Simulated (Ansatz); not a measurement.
Reaction (ligand exchange at the Si–C bond): `C/C=C(\O)[SiH3]` + `CC(N)S` → `CC(S)N[SiH3]` + `C/C=C/O`

Gas-phase electronic energies from Ansatz, PBE0-D4/def2-TZVP geometries. CBS: MP2 limit from def2 TZ/QZ plus the TZ coupled-cluster correction, frozen cores. Double bonds are as drawn, so ΔE can hold a change between cis and trans. DFT in def2-TZVPP. Each species was taken in one conformer, which may not be the lowest.

| level | ΔE (kJ/mol) |
| --- | --- |
| r2SCAN-D4 | -61.2 |
| MP2/def2-TZVPP | -64.8 |
| SCS-MP2/def2-QZVPP | -64.9 |
| CCSD/CBS(def2) | -62.2 |

**Question.** What does CCSD(T)/CBS give? (An estimate is asked.)

**Answer.** Computed: -60.6 kJ/mol. The listed levels differ from it by -0.6, -4.2, -4.3, -1.6 kJ/mol.

Largest T1 diagnostic among the species: 0.012.

In def2-TZVPP, CCSD(T) changes the Hartree–Fock value by +9.2 kJ/mol (the triples alone add +1.5 kJ/mol) and MP2 by +6.1 kJ/mol. From PBE to PBE0 (25 % exact exchange), in def2-TZVPP and without D4, ΔE moves by −3.1 kJ/mol.
